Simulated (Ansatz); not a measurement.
`CCBS[SiH3]` + `[OH][SnH]([F])[F]` → `[F][SnH]([F])[O][SiH3]` + `CCBS`  (ligand exchange at the Si–S bond)

Isolated molecules relaxed with PBE0-D4/def2-TZVP in Ansatz; ΔE leaves out vibrations. CBS: MP2 limit from def2 TZ/QZ plus the TZ coupled-cluster correction, frozen cores. This one scheme is used for every species. DFT in def2-TZVPP. Elements past krypton have def2 core potentials. For Sn outer-core shells are correlated without core-valence functions, which leaves a few kJ/mol of doubt a bond. Each species was taken in one conformer, which may not be the lowest.

`CCBS[SiH3]`:

Z-matrix (Å, degrees):
```
C
C 1 1.529
H 1 1.093 2 111.2
H 1 1.092 2 111.5 3 -119.9
H 1 1.093 2 111.2 3 119.6
B 2 1.560 1 114.1 3 -65.0
H 2 1.094 1 110.9 3 62.8
H 2 1.102 1 108.7 3 178.4
S 6 1.792 2 120.7 1 139.1
H 6 1.201 2 120.5 1 -42.1
Si 9 2.148 6 99.2 2 177.4
H 11 1.484 9 107.1 6 179.1
H 11 1.483 9 110.3 6 59.8
H 11 1.483 9 110.4 6 -61.6
```

`[OH][SnH]([F])[F]`:

Cartesian coordinates in Å:
```
O 0.469 -0.212 1.457
Sn -0.323 0.236 -0.244
F -0.811 -1.395 -1.095
F 1.069 0.883 -1.370
H 1.208 -0.823 1.391
H -1.612 1.311 -0.139
```

`[F][SnH]([F])[O][SiH3]`:

Z-matrix (Å, degrees):
```
Sn
F 1 1.900
O 1 1.916 2 106.4
F 1 1.900 2 103.9 3 112.2
H 1 1.682 2 112.5 3 -126.1
Si 3 1.647 1 137.4 2 53.3
H 6 1.485 3 108.8 1 122.9
H 6 1.485 3 108.9 1 -117.9
H 6 1.486 3 110.8 1 2.5
```

`CCBS`:

```xyz
11

C     0.829   -0.903   -0.852
C     0.416   -0.008    0.316
B    -1.123    0.233    0.423
S    -1.899    1.780    0.829
H     0.594   -0.436   -1.811
H     0.302   -1.860   -0.819
H     1.901   -1.110   -0.840
H     0.695   -0.506    1.258
H     0.983    0.929    0.302
H    -1.904   -0.660    0.253
H    -0.796    2.543    0.941
```

| level | ΔE (kcal/mol) |
| --- | --- |
| r2SCAN-D4 | -10.4 |
| CAM-B3LYP-D4 | -13.3 |
| BHLYP | -14.1 |
| RPA@PBE/def2-TZVPP | -12.9 |

Task: What does CCSD(T)/CBS give? (Estimate.)

Result: Ansatz gave: -11.8 kcal/mol. The listed levels differ from it by 1.4, -1.5, -2.3, -1.1 kcal/mol.

Task: What do rigid-rotor, harmonic-oscillator terms from PBE0-D4/def2-TZVP frequencies (298.15 K, 1 bar) make of the CCSD(T)/CBS value? (Estimate.)

Result: Computed: ΔZPE = -0.6 kcal/mol, ΔH = -12.5 kcal/mol, ΔS = 9 J/(mol·K), ΔG = -13.2 kcal/mol. Modes under 50 cm⁻¹ make the entropy rough.

Largest T1 diagnostic among the species: 0.015.

Leaving LDA and LC-ωPBE aside and taking each functional with its dispersion term where it has one, the values, not all of them listed here, spread over 6.9 kcal/mol, from BHLYP-D4 to revPBE-D4. At CCSD(T), def2-SVP lies −1.7 kcal/mol from the extrapolated value and def2-TZVPP −0.4 kcal/mol.
